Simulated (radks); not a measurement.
Task: S III, 14 electrons, occupied as [Ne] 3s1.5 3p2 4p0.5 (fractional occupations, a model configuration). Calculated with a radial shooting solver on a logarithmic mesh with Libxc functionals: non-relativistic Kohn-Sham, SCAN, spin-unpolarised, spherical densities, point nucleus; meta-GGA in the generalised Kohn-Sham scheme. Some entries of the table are withheld. Estimate them.

orbital  occ.  eigenvalue (eV)  <1/r> (bohr^-1)  <r> (bohr)
1s          2        -2442.786            15.55     0.09731
2s          2        -246.1516            3.064      0.4783
2p          6              (1)            2.961         (2)
3s        1.5         -43.1900           0.8748       1.563
3p          2         -31.0754           0.7800       1.723
4p        0.5         -10.1504           0.2810       4.635

Result: 
(1) 2p eigenvalue (eV): -190.2378
(2) 2p <r> (bohr): 0.4410
